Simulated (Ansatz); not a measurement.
Molecule: CdF₂, charge 0, multiplicity 1. SMILES: [F][Cd][F]
Structure (B3LYP-D3(BJ)/def2-TZVP (Ansatz, an electronic-structure program) minimum search):
```
Cd
F 1 1.9335
F 1 1.9335 2 180.00
```
Charge 0, spin multiplicity 1.

Quantity: atomisation energy (electronic, to ground-state atoms), in kJ/mol. Correlated levels leave the core frozen unless marked. UHF or UKS for open shells. No spin-orbit coupling. The frozen core is the preceding noble-gas configuration, with the filled d and f shells of earlier blocks. In def2 rows, elements after Kr have scalar-relativistic effective core potentials. The coupled-cluster limit lacks core correlation, which all-electron functionals hold. CBS marks a two-point X^-3 extrapolation of the correlation energy; Hartree-Fock from the larger set.

```json
[
 {"level": "HSE06-D4/def2-TZVPD", "program": "Ansatz + dftd4", "atomisation energy (kJ/mol)": "647.9"},
 {"level": "MP2/CBS(def2-TZVPPD,def2-QZVPPD)", "program": "Ansatz", "atomisation energy (kJ/mol)": "723.9"}
]
```

**Question.** Predict the CCSD(T)/CBS(def2-TZVPPD,def2-QZVPPD) result (Ansatz).

**Answer.** 677.1 kJ/mol, so MP2/CBS(def2-TZVPPD,def2-QZVPPD) differs from it by 46.8 kJ/mol.
